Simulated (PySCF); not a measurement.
C2H8GaNO, SMILES [NH2][Ga]([CH3])[O]C (CAM-B3LYP/def2-SVP optimised geometry):

```
13

Ga     0.198     0.206     0.000
C      2.143     0.206     0.000
H      2.515    -0.329     0.886
H      2.559     1.223     0.003
H      2.516    -0.324    -0.888
O     -0.628    -1.380    -0.011
C     -2.005    -1.592    -0.015
H     -2.559    -0.878    -0.658
H     -2.227    -2.605    -0.396
H     -2.445    -1.525     0.999
N     -0.901     1.644     0.000
H     -0.581     2.605    -0.018
H     -1.912     1.589     0.019
```

Level of theory: CAM-B3LYP/def2-TZVP (PySCF).

Q: What are the frontier orbital energies and the dipole moment?

A: HOMO-2 -9.20 eV, HOMO-1 -9.14 eV, HOMO -8.54 eV, LUMO 1.03 eV, LUMO+1 1.29 eV; dipole moment 1.80 D.

Meta-Löwdin charges at CAM-B3LYP/def2-TZVP: Ga1 0.82, C2 -0.57, H3 0.13, H4 0.12, H5 0.13, O6 -0.59, C7 -0.09, H8 0.08, H9 0.11, H10 0.09, N11 -0.69, H12 0.23, H13 0.23.
